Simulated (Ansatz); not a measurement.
`N[SiH](F)CF` + `OC[SiH2]Br` → `N[SiH](F)CO` + `FC[SiH2]Br`  (redistribution)

Calculated with Ansatz (gas phase, PBE0-D4/def2-TZVP geometries, no zero-point term in ΔE). CCSD(T)/CBS is the MP2 limit (def2-TZVPP, def2-QZVPP) plus CCSD(T) − MP2 in def2-TZVPP, frozen cores. DFT in def2-TZVPP. B3LYP here is the variant with VWN-RPA as its local correlation; programs differ in this. For Br outer-core shells are correlated without core-valence functions, which leaves a few kJ/mol of doubt a bond. Scalar relativity is left out up to krypton. One conformer a species, not always the lowest.

```
         level  ΔE (eV)
       PBE0-D4     0.03
      PBE-QIDH     0.02
         B3LYP     0.01
     CAM-B3LYP     0.01
 HF/def2-TZVPP    -0.03
 HF/def2-QZVPP    -0.04
MP2/def2-QZVPP     0.01
 MP2/CBS(def2)     0.01
```

(1) What does CCSD(T)/CBS give? (An estimate is asked.)

Largest T1 diagnostic among the species: 0.011.

Answers

(1) Ansatz gave: +0.01 eV. The listed levels differ from it by 0.02, 0.01, 0.00, 0.00, -0.04, -0.05, 0.00, 0.00 eV.

In def2-TZVPP, CCSD(T) changes the Hartree–Fock value by +0.05 eV (the triples alone add +0.01 eV) and MP2 by +0.05 eV. Leaving LDA and LC-ωPBE aside and taking each functional with its dispersion term where it has one, the values, not all of them listed here, spread over 0.05 eV, from BHLYP-D4 to PBE-D4.
